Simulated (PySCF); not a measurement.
**GaSi: frontier orbitals**

BLYP at R = 2.421 Å; Ga def2-TZVPP, Si def2-TZVPP; no relativity (PySCF 2.14). State: ⁴Σ⁻ (quartet), unpaired electrons σ ↑, π ↑↑. Only the outer orbitals are listed, counted within each symmetry.

```tsv
spin	orbital	occ.	ε (eV)	on Ga (%)	main shells (%)
α	10σ	1	-11.80	30	67 Si s, 25 Ga s
α	11σ	1	-8.37	62	60 Ga s, 27 Si s, 11 Si p
α	5π	1	-4.61	26	73 Si p, 25 Ga p
α	5π	1	-4.61	26	73 Si p, 25 Ga p
α	12σ	1	-4.58	46	52 Si p, 35 Ga p, 11 Ga s
α	6π	0	-2.03	73	72 Ga p, 24 Si p
α	6π	0	-2.03	73	72 Ga p, 24 Si p
α	13σ	0	0.34	71	80 Ga p, 43 Si p
β	10σ	1	-10.56	43	55 Si s, 38 Ga s
β	11σ	1	-7.47	56	51 Ga s, 34 Si s, 9 Si p
β	5π	0	-3.48	42	57 Si p, 41 Ga p
β	5π	0	-3.48	42	57 Si p, 41 Ga p
β	12σ	0	-3.47	48	50 Si p, 40 Ga p
```

**Question.** Which are the highest filled and the lowest empty level, where do they sit, and how wide is the gap?

**Answer.** Highest filled α 12σ at -4.58 eV (in %: 52 Si p, 35 Ga p, 11 Ga s); lowest empty β 5π at -3.48 eV (in %: 57 Si p, 41 Ga p); the gap at BLYP is 1.10 eV.

```
bond order (Mayer)                               : 1.57
⟨S²⟩                                             : 3.751
charge on Ga (Mulliken, basis-dependent)         : 0.10
charge on Ga (Löwdin, basis-dependent)           : 0.00
dipole moment (positive dipole means Ga(−)Si(+)) : -1.05 D
```

Spin–orbit coupling is left out. The state is the lowest determinant that a PBE0 search found; another state may lie lower at other levels.
